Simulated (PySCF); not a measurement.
Cartesian coordinates in Å; atom numbers follow the order of the lines, from 1:
```xyz
13

N    -1.855    1.444    2.127
C    -1.540    0.630    1.361
Si   -0.881   -0.618    0.108
N    -1.543   -0.441   -1.470
Si    1.415   -0.146    0.135
N     1.746    0.381    1.746
H    -1.289   -1.938    0.662
H    -1.234    0.328   -2.054
H    -2.515   -0.670   -1.651
H     1.668    0.833   -0.983
H     2.231   -1.360   -0.168
H     1.105    1.024    2.201
H     2.697    0.517    2.068
```

Geometry: PBE0-D3(BJ)/def2-SVP; GIAO shifts from PySCF 2.14, gas phase, non-relativistic, averaged over equivalent atoms.

At PBE0/6-31G (76 basis functions, 12 s wall time on 1 thread of an Arm Neoverse N1, shared host):
| atoms | δ (ppm) |
| --- | --- |
| N1 | 318.8 |
| N4 | -8.7 |
| N6 | -23.6 |
| C2 | 123.7 |
| Si5 | -31.8 |
| Si3 | -37.7 |
| H7 | 4.93 |
| H10 | 4.93 |
| H11 | 4.74 |
| H8/H9 | -0.21 |
| H12/H13 | -0.63 |

Scale: NH3 for 15N (σ = 260.69 ppm); TMS for 13C (σ = 199.54 ppm) and 29Si (σ = 444.75 ppm) and 1H (σ = 32.61 ppm) (reference shieldings calculated alike).

Task: Predict the values at PBE0/6-311+G(2d,p) on the same geometry.

Result: 
```csv
atoms,"δ at PBE0/6-311+G(2d,p)",change
N1,343.1,+24.3
N4,10.0,+18.7
N6,-1.1,+22.5
C2,128.1,+4.4
Si5,-57.5,-25.7
Si3,-59.3,-21.6
H7,5.15,+0.22
H10,5.26,+0.33
H11,5.11,+0.37
H8/H9,0.35,+0.56
H12/H13,0.18,+0.81
```

Referencing at the same level of theory: NH3 for 15N (σref 261.88); 13C (σref 186.44), 29Si (σref 344.43), 1H (σref 31.51) against TMS.

The largest change is at Si5 (silicon bonded to N, Si, 2 H). Cost: 220 basis functions, 42 s wall time on 1 thread of an Arm Neoverse N1, shared host.

Experimental scales use liquid or dissolved standards, which lie at an offset from isolated NH3 (liquid NH3: subtract about 20 ppm). Unscaled 15N shifts of sp2 nitrogen often come out too high even then, by a few to some tens of ppm.
